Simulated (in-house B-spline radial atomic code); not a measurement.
Configurations of the ytterbium ion Yb²⁺, with energies counted from [Xe] 4f14. All numbers are computed (scalar-relativistic (X2C) LDA exchange-only, spin-polarised, spherical fractional occupations; Fermi nucleus of rms radius 5.3108 fm) with a B-spline radial code for spherical atoms, not measured. Shells without spins written out take the highest spin.

Occupations are held fixed; configurations that lie above the ionisation limit could autoionise.

```tsv
configuration	E - E(ref) (eV)	highest orbital	its <r> (bohr)
[Xe] 4f(6 up, 7 down) 6s(1 up, 0 down)	4.4928	6s up	3.112
[Xe] 4f13 6p1	9.6184	6p up	3.802
[Xe] 4f13 5f1	17.31	5f up	5.775
[Kr] 4d10 4f14 5s2 5p5 5d1	28.276	5d up	2.326
[Kr] 4d10 4f14 5s2 5p5 6f1	42.547	6f up	10.04
[Kr] 4d9 4f14 5s2 5p6 6p1	184.67	6p up	3.801
```

**Question.** Order these further configurations by energy, lowest first.
A. [Xe] 4f(7 up, 6 down) 6d(1 up, 0 down)
B. [Xe] 4f13 6f1
C. [Kr] 4d(4 up, 5 down) 4f14 5s2 5p6 6f(0 up, 1 down)
D. [Kr] 4d10 4f14 5s2 5p5 5f1
E. [Kr] 4d9 4f14 5s2 5p6 5f1

**Answer.** A (15.517 eV), B (19.929 eV), D (39.926 eV), E (192.36 eV), C (194.98 eV).

**Question.** How far above the reference does [Kr] 4d10 4f14 5s2 5p5 6s1 lie?

**Answer.** 27.073 eV; its least bound orbital is 6s up with <r> = 3.111 bohr.

**Question.** How far above the reference does [Kr] 4d(5 up, 4 down) 4f14 5s2 5p6 5d(0 up, 1 down) lie?

**Answer.** 180.79 eV; its least bound orbital is 5d down with <r> = 2.319 bohr.
